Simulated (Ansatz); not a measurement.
`[SiH3]C[TeH]`: the same geometry under several functionals.

```yaml
crystal:
  periodic: [false, false, false]
  atoms:
    - {symbol: Si, position_ang: [-0.552314, 0.801511, -0.901430]}
    - {symbol: C, position_ang: [0.492230, -0.409714, 0.073431]}
    - {symbol: Te, position_ang: [-0.278626, -0.671828, 2.061567]}
    - {symbol: H, position_ang: [-1.953246, 0.312608, -0.987968]}
    - {symbol: H, position_ang: [-0.003025, 0.946234, -2.275993]}
    - {symbol: H, position_ang: [-0.549154, 2.129584, -0.234563]}
    - {symbol: H, position_ang: [1.515314, -0.041773, 0.156255]}
    - {symbol: H, position_ang: [0.497720, -1.383714, -0.416545]}
    - {symbol: H, position_ang: [0.919499, -1.729207, 2.508046]}
basis:
  gaussian: {orbitals: def2-TZVPP}
hamiltonian: {xc: {name: wB97X-V}}
output: {orbitals: {seedname: orbitals}}
```

```sh
$ ansatz run in.yaml --threads 2 --pin off --events-out ev --progress --plain --max-ram 4352MiB
```

It prints (some lines left out):

```
Functional definition: wB97X-V
1236 factors; their error is unknown
299 factors; integrals over basis functions are off by at most 2.6e-5 eV
mean field evaluation 1: about -16302.0828 eV, gradient 3.0e1 eV
mean field evaluation 2: about -16302.6185 eV, gradient 2.6e1 eV
mean field evaluation 4: about -16304.1835 eV, gradient 1.3e0 eV
mean field evaluation 8: about -16304.2502 eV, gradient 4.4e-1 eV
mean field evaluation 16: about -16304.2504 eV, gradient 3.2e-5 eV
mean field -16304.25040534 eV, -599.1701509782 hartree, gradient 3.2e-5 eV, S^2 0.000000; 0 other end points of the search recorded, 0 dependent functions left out
reference -16304.25040314 eV, -599.1701508976 hartree; 25, 25 occupied and 182, 182 virtual orbitals, 1236 factors
Total energy: -16304.25040314 eV, -599.1701508976 hartree
```

Hardware: 2 threads of an Arm Neoverse V1 on a shared host. Wall time 12 s, peak host memory 0.55 GiB.

Changing it to `hamiltonian: {xc: lda}` (abridged; 1.6 s):

```
Functional definition: SPW92
mean field evaluation 16: about -16252.6721 eV, gradient 1.1e-4 eV
mean field -16252.67210713 eV, -597.2746834803 hartree, gradient 1.7e-5 eV, S^2 0.000000
Total energy: -16252.67214849 eV, -597.2746850002 hartree
```

Changing it to `hamiltonian: {xc: pbe, dispersion: d4}` and forces (abridged; 3.4 s):

```
Functional definition: PBE
mean field evaluation 16: about -16300.0788 eV, gradient 7.1e-4 eV
mean field -16300.07876630 eV, -599.0168460712 hartree, gradient 4.9e-5 eV, S^2 0.000000
Total energy: -16300.28315829 eV, -599.0243573385 hartree
Atom 0 force    -0.017056     0.019527    -0.013162 eV/Å
Atom 1 force     0.023705     0.028493    -0.109025 eV/Å
Atom 2 force    -0.313508     0.132134     0.230385 eV/Å
Atom 3 force    -0.143463    -0.044511    -0.011964 eV/Å
Atom 4 force     0.052130     0.017337    -0.140419 eV/Å
Atom 5 force    -0.003269     0.136633     0.063242 eV/Å
Atom 6 force     0.197720     0.063671     0.009105 eV/Å
Atom 7 force     0.009988    -0.184275    -0.097089 eV/Å
Atom 8 force     0.193753    -0.169009     0.068927 eV/Å
Dipole moment:     0.168230    -0.071283    -0.129785 e Å
```

With the line `hamiltonian: {xc: {name: B3LYP}, dispersion: d4}` and forces (abridged; 6 s):

```
Functional definition: B3LYP
mean field evaluation 16: about -16309.4219 eV, gradient 3.8e-5 eV
mean field -16309.42192222 eV, -599.3602007184 hartree, gradient 3.8e-5 eV, S^2 0.000000
Total energy: -16309.75683555 eV, -599.3725085562 hartree
Atom 0 force    -0.076515     0.114793    -0.132434 eV/Å
Atom 1 force     0.167217    -0.012974    -0.265221 eV/Å
Atom 2 force    -0.156210    -0.014353     0.304806 eV/Å
Atom 3 force     0.090546     0.034446     0.004991 eV/Å
Atom 4 force    -0.040818    -0.003387     0.083801 eV/Å
Atom 5 force    -0.002180    -0.086026    -0.045169 eV/Å
Atom 6 force    -0.067227    -0.048707    -0.018115 eV/Å
Atom 7 force     0.025146     0.073365     0.033574 eV/Å
Atom 8 force     0.060042    -0.057157     0.033767 eV/Å
Dipole moment:     0.162085    -0.065204    -0.133257 e Å
```

Changing it to `hamiltonian: {xc: {name: BLYP}, dispersion: d4}` (abridged; 2.8 s):

```
Functional definition: BLYP
mean field evaluation 16: about -16303.7807 eV, gradient 1.7e-4 eV
mean field -16303.78065516 eV, -599.1528879776 hartree, gradient 8.2e-5 eV, S^2 0.000000
Total energy: -16304.22665002 eV, -599.1692779866 hartree
```

Changing it to `hamiltonian: {xc: hse06, dispersion: d4}` (abridged; 4.1 s):

```
Functional definition: HSE06
mean field evaluation 16: about -16301.3743 eV, gradient 4.7e-5 eV
mean field -16301.37432632 eV, -599.0644570238 hartree, gradient 4.7e-5 eV, S^2 0.000000
Total energy: -16301.53727240 eV, -599.0704451819 hartree
```

B3LYP takes the VWN-RPA correlation (the form of Gaussian; ORCA's B3LYP/G).

HSE06 is the plane-wave form, built on full-range PBE exchange.
